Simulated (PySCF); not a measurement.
NbO (SMILES [O]=[Nb]), quartet (typed; the unrestricted solution is spin-contaminated), geometry from GFN2-xTB (such geometries of metal compounds can be far from the true shape) (core potentials on Nb); HF/def2-SVP in PySCF.

The PySCF input:
```python
from pyscf import gto, scf

mol = gto.Mole()
mol.atom = '''
    Nb   -0.000000   -0.000000   -0.280781
    O     0.000000    0.000000    1.439000
'''
mol.basis = 'def2-svp'
mol.ecp = {'Nb': 'def2-svp'}
mol.charge = 0
mol.spin = 3
mol.verbose = 5
mol.build()

mf = scf.UHF(mol)
mf.kernel()
```

Q: What does PySCF print? Leave out banner, timings and long lists.

A: 
```
PySCF version 2.14.0

[INPUT] verbose = 5
[INPUT] max_memory = 4000
[INPUT] num. atoms = 2
[INPUT] num. electrons = 21
[INPUT] charge = 0
[INPUT] spin (= nelec alpha-beta = 2S) = 3
[INPUT] symmetry False subgroup None
[INPUT] Mole.unit = angstrom
[INPUT] Symbol           X                Y                Z      unit          X                Y                Z       unit  Magmom
[...]
[INPUT] ---------------- BASIS SET ----------------
[INPUT] l, kappa, [nprim/nctr], expnt,             c_1 c_2 ...
[INPUT] Nb
[...]
                                4.586438          1.5736372883
                                3.75377           0.36380422981
[...]
                                2.237964          0.53570598017
                                0.80801969671     0.63102216351
                                0.35783343432     0.30205908942
[...]
                                1.566343848       0.20374310496
                                0.66952425826     0.42997453105
                                0.27140946867     0.417997548476
[...]
[INPUT] O
[...]
                                340.87010191      -0.03989003923
                                77.363135167      -0.17853911985
                                21.47964494       -0.46427684959
                                6.6589433124      -0.44309745172
[...]
                                3.863550544       0.23094120765
                                1.0480920883      0.51375311064
[...]
nuclear repulsion = 32.0008361155752
number of shells = 17
number of NR pGTOs = 81
number of NR cGTOs = 45
basis = def2-svp
ecp = {'Nb': 'def2-svp'}

******** <class 'pyscf.scf.uhf.UHF'> ********
method = UHF
initial guess = minao
damping factor = 0
level_shift factor = 0
DIIS = <class 'pyscf.scf.diis.CDIIS'>
diis_start_cycle = 1
diis_space = 8
diis_damp = 0
SCF conv_tol = 1e-09
SCF conv_tol_grad = None
SCF max_cycles = 50
direct_scf = True
direct_scf_tol = 1e-13
number electrons alpha = 12  beta = 9
Set gradient conv threshold to 3.16228e-05
Density of valence part of ANO basis will be used as initial guess for Nb
E1 = -246.40447638501766  E2 = 90.9140311306599  Ecoul = 103.68326766198032  Exc = -12.76923653132043
init E= -123.489609138783
cond(S) = 178.16626546234855

  alpha mo_energy =
[-2.10542590e+01 -3.33480656e+00 -2.33050786e+00 -2.22310828e+00
 -2.22310828e+00 -1.62816102e+00 -8.02057940e-01 -8.02057940e-01
 -7.95303262e-01 -4.74804549e-01 -4.74804549e-01 -4.70741510e-01
 -4.12623188e-01 -4.12623188e-01 -2.81619258e-01 -1.30773327e-01
 -1.30773327e-01 -6.57354663e-02  4.85675876e-03  1.04160831e-01
  1.04160831e-01  1.27921367e-01  1.27921367e-01  1.43821549e-01
  1.43821549e-01  1.59291266e-01  2.11895196e-01  8.82351498e-01
  9.11044666e-01  9.11044666e-01  9.18929984e-01  9.18929984e-01
  9.37426655e-01  9.37426655e-01  1.03997828e+00  1.07684040e+00
  1.07684040e+00  1.24350542e+00  1.38119120e+00  2.58300683e+00
  2.58300683e+00  2.75790233e+00  2.75790233e+00  2.93091991e+00
  3.59127317e+01]
  beta  mo_energy =
[-2.10542590e+01 -3.33480656e+00 -2.33050786e+00 -2.22310828e+00
 -2.22310828e+00 -1.62816102e+00 -8.02057940e-01 -8.02057940e-01
 -7.95303262e-01 -4.74804549e-01 -4.74804549e-01 -4.70741510e-01
 -4.12623188e-01 -4.12623188e-01 -2.81619258e-01 -1.30773327e-01
 -1.30773327e-01 -6.57354663e-02  4.85675876e-03  1.04160831e-01
  1.04160831e-01  1.27921367e-01  1.27921367e-01  1.43821549e-01
  1.43821549e-01  1.59291266e-01  2.11895196e-01  8.82351498e-01
  9.11044666e-01  9.11044666e-01  9.18929984e-01  9.18929984e-01
  9.37426655e-01  9.37426655e-01  1.03997828e+00  1.07684040e+00
  1.07684040e+00  1.24350542e+00  1.38119120e+00  2.58300683e+00
  2.58300683e+00  2.75790233e+00  2.75790233e+00  2.93091991e+00
  3.59127317e+01]
multiplicity <S^2> = 3.75  2S+1 = 4
E1 = -266.88042573803034  E2 = 103.85220744971886  Ecoul = 118.70534013243301  Exc = -14.853132682714147
cycle= 1 E= -131.027382172736  delta_E= -7.54  |g|= 0.539  |ddm|= 2.36
  alpha mo_energy =
[-2.01754857e+01 -2.67646234e+00 -1.62517843e+00 -1.62517843e+00
 -1.59923312e+00 -9.69375662e-01 -3.39203566e-01 -3.12854666e-01
 -3.12854666e-01 -2.43430536e-01 -2.43430536e-01 -2.14510196e-01
  3.64314926e-02  3.64314926e-02  4.19516404e-02  1.49583875e-01
  2.23186975e-01  2.23186975e-01  2.28716901e-01  3.89576880e-01
  3.89576880e-01  4.06963442e-01  4.06963442e-01  4.45739640e-01
  4.59419916e-01  4.59419916e-01  6.49953971e-01  1.35017220e+00
  1.39524237e+00  1.39524237e+00  1.44278302e+00  1.44278302e+00
  1.48603160e+00  1.48603160e+00  1.54949662e+00  1.57594034e+00
  1.57594034e+00  1.75662158e+00  2.00465279e+00  3.21663878e+00
  3.21663878e+00  3.40976850e+00  3.40976850e+00  3.59542726e+00
  3.69985090e+01]
  beta  mo_energy =
[-2.01741237e+01 -2.55622579e+00 -1.54451541e+00 -1.42755275e+00
 -1.42755275e+00 -9.57023440e-01 -3.05225896e-01 -2.98926452e-01
 -2.98926452e-01 -3.90594072e-03  6.67300427e-02  6.67300427e-02
  1.14693155e-01  2.12702627e-01  2.12702627e-01  2.24691735e-01
  2.43686211e-01  2.53451770e-01  2.53451770e-01  4.80914128e-01
  4.80914128e-01  5.00094373e-01  5.04091850e-01  5.04091850e-01
  5.44785462e-01  5.44785462e-01  7.10371879e-01  1.37172787e+00
  1.51870235e+00  1.51870235e+00  1.52039347e+00  1.52039347e+00
  1.56848721e+00  1.56848721e+00  1.59255570e+00  1.59255570e+00
  1.60715353e+00  1.78390766e+00  2.02446947e+00  3.21824594e+00
  3.21824594e+00  3.41672363e+00  3.41672363e+00  3.60513069e+00
  3.70067209e+01]
multiplicity <S^2> = 3.7566746  2S+1 = 4.0033359
E1 = -262.2370060384018  E2 = 99.11433880070484  Ecoul = 113.40889193444396  Exc = -14.294553133739115
cycle= 2 E= -131.121831122122  delta_E= -0.0944  |g|= 0.259  |ddm|= 0.859
  alpha mo_energy =
[-2.05794284e+01 -2.80039705e+00 -1.73626765e+00 -1.73626765e+00
 -1.73186012e+00 -1.14612414e+00 -4.94797594e-01 -4.65360551e-01
 -4.65360551e-01 -3.17455315e-01 -3.17455315e-01 -2.53012682e-01
  2.11331739e-02  2.11331739e-02  3.10998506e-02  1.35415763e-01
[...]
  4.11032627e-01  4.35270373e-01  4.39525555e-01  4.39525555e-01
  4.51478462e-01  4.51478462e-01  6.00682716e-01  1.25009226e+00
  1.36199205e+00  1.36199205e+00  1.41536036e+00  1.41536036e+00
  1.45768250e+00  1.45768250e+00  1.47839265e+00  1.47839265e+00
  1.49004127e+00  1.65750457e+00  1.85025548e+00  3.01849389e+00
  3.01849389e+00  3.21585131e+00  3.21585131e+00  3.40100560e+00
  3.67717548e+01]
multiplicity <S^2> = 3.8752725  2S+1 = 4.0621534
E1 = -263.35583025842107  E2 = 100.20020124114589  Ecoul = 114.66996026433826  Exc = -14.469759023192367
cycle= 15 E= -131.1547929017  delta_E= -4.26e-08  |g|= 3.09e-05  |ddm|= 0.000713
  alpha mo_energy =
[-2.05139984e+01 -2.84697918e+00 -1.78156580e+00 -1.78156580e+00
 -1.77247546e+00 -1.10506076e+00 -4.65744171e-01 -4.32836517e-01
 -4.32836517e-01 -3.50473656e-01 -3.50473656e-01 -2.66819248e-01
  8.49044595e-03  8.49044595e-03  3.53226136e-02  1.30279635e-01
  1.45045972e-01  1.45045972e-01  1.92896932e-01  3.38244613e-01
  3.38244613e-01  3.47440213e-01  3.47440213e-01  3.93624284e-01
  3.93624284e-01  4.02205828e-01  5.50847763e-01  1.24978829e+00
  1.28997300e+00  1.28997300e+00  1.32550315e+00  1.32550315e+00
  1.35765802e+00  1.35765802e+00  1.44470153e+00  1.46814498e+00
  1.46814498e+00  1.64255506e+00  1.85084035e+00  3.06495688e+00
  3.06495688e+00  3.24988889e+00  3.24988889e+00  3.43104451e+00
  3.67648154e+01]
  beta  mo_energy =
[-2.05395216e+01 -2.73360386e+00 -1.71215438e+00 -1.59074700e+00
 -1.59074700e+00 -1.17519850e+00 -5.10552217e-01 -5.01034488e-01
 -5.01034488e-01  3.50026916e-03  6.30115265e-02  6.30115265e-02
  9.03241839e-02  1.44444035e-01  1.44444035e-01  1.76941384e-01
  1.76941384e-01  1.83861595e-01  2.23812180e-01  4.11039651e-01
  4.11039651e-01  4.35273742e-01  4.39532070e-01  4.39532070e-01
  4.51487183e-01  4.51487183e-01  6.00691229e-01  1.25009521e+00
  1.36199380e+00  1.36199380e+00  1.41537287e+00  1.41537287e+00
  1.45769449e+00  1.45769449e+00  1.47839882e+00  1.47839882e+00
  1.49004985e+00  1.65750896e+00  1.85026376e+00  3.01848556e+00
  3.01848556e+00  3.21585489e+00  3.21585489e+00  3.40101186e+00
  3.67717716e+01]
multiplicity <S^2> = 3.8752946  2S+1 = 4.0621643
E1 = -263.35585015875677  E2 = 100.20022113732898  Ecoul = 114.66997869417185  Exc = -14.469757556842865
cycle= 16 E= -131.154792905853  delta_E= -4.15e-09  |g|= 8.67e-06  |ddm|= 0.000202
  alpha mo_energy =
[-2.05139965e+01 -2.84697964e+00 -1.78156611e+00 -1.78156611e+00
 -1.77247527e+00 -1.10506098e+00 -4.65747589e-01 -4.32835493e-01
 -4.32835493e-01 -3.50473817e-01 -3.50473817e-01 -2.66819934e-01
  8.49072477e-03  8.49072477e-03  3.53238312e-02  1.30279289e-01
  1.45045998e-01  1.45045998e-01  1.92897050e-01  3.38244400e-01
  3.38244400e-01  3.47440272e-01  3.47440272e-01  3.93624266e-01
  3.93624266e-01  4.02206891e-01  5.50847162e-01  1.24978836e+00
  1.28997249e+00  1.28997249e+00  1.32550240e+00  1.32550240e+00
  1.35765867e+00  1.35765867e+00  1.44470124e+00  1.46814536e+00
  1.46814536e+00  1.64255515e+00  1.85083970e+00  3.06495688e+00
  3.06495688e+00  3.24988863e+00  3.24988863e+00  3.43104436e+00
  3.67648155e+01]
  beta  mo_energy =
[-2.05395192e+01 -2.73360438e+00 -1.71215436e+00 -1.59074732e+00
 -1.59074732e+00 -1.17519834e+00 -5.10553435e-01 -5.01033206e-01
 -5.01033206e-01  3.50183490e-03  6.30118399e-02  6.30118399e-02
  9.03243430e-02  1.44443490e-01  1.44443490e-01  1.76942170e-01
  1.76942170e-01  1.83861312e-01  2.23815012e-01  4.11040039e-01
  4.11040039e-01  4.35274071e-01  4.39531265e-01  4.39531265e-01
  4.51486626e-01  4.51486626e-01  6.00691015e-01  1.25009565e+00
  1.36199450e+00  1.36199450e+00  1.41537293e+00  1.41537293e+00
  1.45769372e+00  1.45769372e+00  1.47839931e+00  1.47839931e+00
  1.49004976e+00  1.65750910e+00  1.85026322e+00  3.01848514e+00
  3.01848514e+00  3.21585542e+00  3.21585542e+00  3.40101258e+00
  3.67717716e+01]
multiplicity <S^2> = 3.8752949  2S+1 = 4.0621644
E1 = -263.35583288533735  E2 = 100.20020386368004  Ecoul = 114.66995942762361  Exc = -14.469755563943565
cycle= 17 E= -131.154792906082  delta_E= -2.3e-10  |g|= 2.82e-06  |ddm|= 5.22e-05
  alpha mo_energy =
[-2.05139970e+01 -2.84698008e+00 -1.78156640e+00 -1.78156640e+00
 -1.77247563e+00 -1.10506091e+00 -4.65747973e-01 -4.32835337e-01
 -4.32835337e-01 -3.50473948e-01 -3.50473948e-01 -2.66820563e-01
  8.49060146e-03  8.49060146e-03  3.53237406e-02  1.30279286e-01
  1.45045893e-01  1.45045893e-01  1.92896875e-01  3.38244185e-01
  3.38244185e-01  3.47440353e-01  3.47440353e-01  3.93624277e-01
  3.93624277e-01  4.02206837e-01  5.50847063e-01  1.24978833e+00
  1.28997225e+00  1.28997225e+00  1.32550219e+00  1.32550219e+00
  1.35765856e+00  1.35765856e+00  1.44470096e+00  1.46814555e+00
  1.46814555e+00  1.64255504e+00  1.85083992e+00  3.06495712e+00
  3.06495712e+00  3.24988887e+00  3.24988887e+00  3.43104458e+00
  3.67648147e+01]
  beta  mo_energy =
[-2.05395195e+01 -2.73360513e+00 -1.71215477e+00 -1.59074800e+00
 -1.59074800e+00 -1.17519795e+00 -5.10553343e-01 -5.01032480e-01
 -5.01032480e-01  3.50167382e-03  6.30117845e-02  6.30117845e-02
  9.03243873e-02  1.44443380e-01  1.44443380e-01  1.76942039e-01
  1.76942039e-01  1.83861410e-01  2.23814660e-01  4.11039791e-01
  4.11039791e-01  4.35274047e-01  4.39531292e-01  4.39531292e-01
  4.51486371e-01  4.51486371e-01  6.00690921e-01  1.25009591e+00
  1.36199493e+00  1.36199493e+00  1.41537271e+00  1.41537271e+00
  1.45769351e+00  1.45769351e+00  1.47839930e+00  1.47839930e+00
  1.49004952e+00  1.65750921e+00  1.85026321e+00  3.01848563e+00
  3.01848563e+00  3.21585586e+00  3.21585586e+00  3.40101298e+00
  3.67717709e+01]
multiplicity <S^2> = 3.8752946  2S+1 = 4.0621642
E1 = -263.35583371919444  E2 = 100.20020469752643  Ecoul = 114.66996013533823  Exc = -14.469755437811799
Extra cycle  E= -131.154792906093  delta_E= -1.07e-11  |g|= 1.53e-06  |ddm|= 8.65e-06
converged SCF energy = -131.154792906093  <S^2> = 3.8752946  2S+1 = 4.0621642
```
